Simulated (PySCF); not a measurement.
Li(OH) (HLiO), SMILES [Li][OH].

Geometry: B3LYP-D3(BJ)/def2-TZVPD. The isomer is the one that the SMILES or the coordinates give; other isomers of the formula were not compared.

Two levels are set side by side: PBE/def2-TZVPD (PySCF) and r2SCAN/def2-TZVPD (PySCF). Same geometry, gas phase. Differences are taken from unrounded values.

| quantity | r2SCAN | PBE | PBE minus r2SCAN |
|---|---|---|---|
| orbital gap (eV) | 4.24 | 3.39 | -0.85 |
| highest occupied level (eV) | -4.97 | -4.79 | 0.18 |
| lowest empty level (eV) | -0.72 | -1.40 | -0.67 |
| dipole moment (D) | 4.53 | 4.39 | -0.14 |
| mean polarisability (bohr³) | 18.7 | 20.5 | 1.9 |

Rough cost on one machine, each run with all the roots and properties that it gave: r2SCAN against PBE about 3 times.
